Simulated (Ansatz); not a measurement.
`CC(=O)CC(C)=O` → 5 C• + 8 H• + 2 O•  (atomization)

Calculated with Ansatz (gas phase, PBE0-D4/def2-TZVP geometries, no zero-point term in ΔE). CBS: MP2 limit from def2 TZ/QZ plus the TZ coupled-cluster correction, frozen cores. This one scheme is used for every species, atoms too. DFT in def2-TZVPP. B3LYP here is the variant with VWN-RPA as its local correlation; programs differ in this. Open shells (•) are unrestricted, without spin–orbit coupling. Spin–orbit coupling would lower the free atoms: a little for C, O. Each species was taken in one conformer, which may not be the lowest.

| level | ΔE (kcal/mol) | difference from CCSD(T)/CBS |
| --- | --- | --- |
| PBE-D4 | 1588.8 | 52.6 |
| r2SCAN-D4 | 1547.1 | 10.9 |
| PBE0-D4 | 1551.6 | 15.4 |
| B3LYP-D4 | 1539.4 | 3.2 |
| ωB97X-V | 1541.3 | 5.1 |
| ωB97M-V | 1543.6 | 7.4 |
| B2PLYP | 1525.4 | -10.8 |
| PBE | 1581.5 | 45.3 |
| r2SCAN | 1545.1 | 8.9 |
| PBE0 | 1545.5 | 9.3 |
| B3LYP | 1527.9 | -8.3 |
| HF/def2-TZVPP | 1113.3 | -422.9 |
| MP2/def2-TZVPP | 1533.8 | -2.4 |
| SCS-MP2/def2-TZVPP | 1519.5 | -16.7 |
| CCSD/def2-TZVPP | 1473.4 | -62.8 |
| CCSD(T)/def2-TZVPP | 1499.6 | -36.6 |
| HF/def2-QZVPP | 1114.8 | -421.4 |
| MP2/def2-QZVPP | 1555.4 | 19.2 |
| SCS-MP2/def2-QZVPP | 1543.8 | 7.6 |
| HF/CBS(def2) | 1115.1 | -421.1 |
| MP2/CBS(def2) | 1570.5 | 34.3 |
| CCSD/CBS(def2) | 1510.1 | -26.1 |
| CCSD(T)/CBS | 1536.2 | 0 |

Largest T1 diagnostic among the species: 0.015.

The D4 term adds +11.6 kcal/mol with B3LYP and +6.2 kcal/mol with PBE0; it sums over pairs of atoms, weighted by their polarisabilities, and B3LYP, whose exchange is more repulsive, gets the larger term. In def2-TZVPP, CCSD(T) changes the Hartree–Fock value by +386.3 kcal/mol (the triples alone add +26.2 kcal/mol) and MP2 by +420.5 kcal/mol; breaking electron pairs costs correlation energy, which Hartree–Fock lacks. From PBE to PBE0 (25 % exact exchange), in def2-TZVPP and without D4, ΔE moves by −36.0 kcal/mol: exact exchange takes away binding that semilocal exchange gives to molecules.

For atomizations the MP2-based limit and the directly extrapolated one differ by several kJ/mol either way, and by 10 to 25 for some Ge, Se and Sn compounds, so smaller differences from it don't rank the levels.
